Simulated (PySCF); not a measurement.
# Energy of Eu²⁺ (europium, charge +2) between two integer charges

The 4f alpha orbital of [Xe] 4f7 is emptied in steps (occupation f), with all orbitals relaxed, ending at [Xe] 4f6. Calculation: PySCF 2.14, in def2-SVP with the def2 core potential (28 electrons); scalar relativity through the core potential. The exact energy is a straight line in f; departures are measured from the line between the end points of the same method.

```json
{"f": "1", "UHF (eV)": "0.000", "PBE (eV)": "0.000"}
{"f": "0.8", "UHF (eV)": "0.787", "PBE (eV)": "-1.358"}
{"f": "0.6", "UHF (eV)": "1.151", "PBE (eV)": "-2.052"}
{"f": "0.4", "UHF (eV)": "1.123", "PBE (eV)": "-2.067"}
{"f": "0.2", "UHF (eV)": "0.730", "PBE (eV)": "-1.388"}
{"f": "0", "UHF (eV)": "0.000", "PBE (eV)": "0.000"}
```

```csv
method,E(f=0) − E(f=1) (eV),−ε at f=1 (eV),−ε at f=0.4 (eV)
UHF,22.925,27.965,21.850
PBE,26.245,17.823,27.893
```

Orbital energy along the path (eV):

| f | UHF | PBE |
| --- | --- | --- |
| 1 | -27.965 | -17.823 |
| 0.8 | -25.779 | -21.102 |
| 0.6 | -23.742 | -24.459 |
| 0.4 | -21.850 | -27.893 |
| 0.2 | -20.095 | -31.401 |
| 0 | -18.473 | -34.981 |

Reference removal energy between the ground levels: 24.84 ± 0.03 eV (semi-empirical (NIST evaluation); NIST Atomic Spectra Database, ionization energies). The calculation has no spin-orbit coupling. The determinant left behind need not be the lowest term of the ion. UHF lacks correlation.
